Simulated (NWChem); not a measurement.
Species: BHCl, doublet; SMILES Cl[BH]

Results from NWChem. Spin-unrestricted. In the optimisation the excess spin sits in a' (Cs, its own frame). Geometry: optimised at PBE0/def2-SVP, spin-unrestricted. No stability test was run on the SCF state. B3LYP is NWChem's, with the RPA form of VWN correlation.

Problem. Order these by “dipole (D)”, lowest first: LDA (Slater exchange, VWN5)/def2-SVP; PBE/def2-SVP; LC-wPBE (HJS exchange hole, range parameter 0.4 per bohr)/def2-SVP; B3LYP/def2-SVP.

Solution. LC-wPBE (HJS exchange hole, range parameter 0.4 per bohr)/def2-SVP (0.51), B3LYP/def2-SVP (0.57), PBE/def2-SVP (0.67), LDA (Slater exchange, VWN5)/def2-SVP (0.78)
